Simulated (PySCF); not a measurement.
A GIAO shielding run with PySCF 2.14.0 with density-fitted response routines (density fitting, non-relativistic, gas phase) on SMILES CN(C)[C@H]1CC[SiH2][SiH2]1, C$_{5}$H$_{15}$NSi$_{2}$:

```
$ OMP_NUM_THREADS=1 python probes_run.py task.json out

{"job": {"kind": "nmr", "xc": "PBE0", "basis": "pcSseg-1"}, "charge": 0, "multiplicity": 1}
C     -2.108433     1.448689     0.678353
N     -1.403276     0.376588     0.025084
C     -2.012202    -0.907886     0.249994
C      0.037133     0.422402     0.179887
C      0.612655    -0.002731     1.549712
C      2.131426     0.196594     1.606494
Si     2.937888    -0.675432     0.108250
Si     1.021611    -0.468344    -1.218771
H     -1.677620     2.418870     0.385782
H     -3.164713     1.446534     0.364554
H     -2.096764     1.393477     1.790442
H     -2.035871    -1.218122     1.318408
H     -1.478286    -1.688377    -0.312767
H     -3.054138    -0.894986    -0.108514
H      0.334421     1.478269     0.026935
H      0.119824     0.567513     2.356626
H      0.373545    -1.065272     1.737276
H      2.551169    -0.158088     2.560645
H      2.371411     1.272417     1.536618
H      3.285468    -2.096260     0.429105
H      4.177285     0.019481    -0.359088
H      0.425952    -1.783235    -1.611437
H      1.124474     0.387955    -2.438417
```

Hardware: 1 thread of an Intel Xeon 6975P-C, shared host. The job also computes population analyses, field gradients, ring-centre shieldings.

Problem. How large is the calculation?

Solution. 80 electrons, 225 basis functions and 1207 auxiliary functions.

Problem. How long does it take, and how much memory does it need?

Solution. 36 s of wall time, with 12 SCF cycles and 4 response iterations; peak memory 1.1 GiB. Times on a shared host scatter by some tens of per cent.

Problem. And these other runs on the same molecule and hardware: GIAO shielding at CAM-B3LYP/pcSseg-1?

Solution. CAM-B3LYP/pcSseg-1: 225 functions, 47 s.
